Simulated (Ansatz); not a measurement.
input.yaml

```yaml
crystal:
  periodic: [false, false, false]
  atoms:
    - { symbol: O, position_ang: [-0.436, 1.2918, -0.9761] }
    - { symbol: C, position_ang: [-0.0473, 0.3457, -0.102] }
    - { symbol: S, position_ang: [1.6766, 0.0038, -0.442] }
    - { symbol: Se, position_ang: [-1.0116, -1.2686, -0.3628] }
    - { symbol: H, position_ang: [-1.3904, 1.5901, -0.7015] }
    - { symbol: H, position_ang: [-0.1519, 0.7159, 0.9479] }
    - { symbol: H, position_ang: [1.8656, -0.8235, 0.7071] }
    - { symbol: H, position_ang: [-0.4127, -1.9122, 0.8736] }
basis:
  gaussian: { orbitals: def2-SVP }
hamiltonian:
  xc: { name: BHLYP }
  dispersion: d4
relax:
  f_tol: 0.015
  max_steps: 40
```

Launched with:

```bash
$ ansatz run input.yaml --threads 2 --pin off --max-ram 3072MiB --backend cpu --events-out ev --progress --plain --runs-dir out
```

Hardware: 2 threads of Intel(R) Xeon(R) Platinum 8375C CPU @ 2.90GHz (Ice Lake), on a shared host.

Q: Roughly how long does this run take, and how much memory?

A: 81 s, with a peak of 0.24 GiB, for 33 ionic steps.
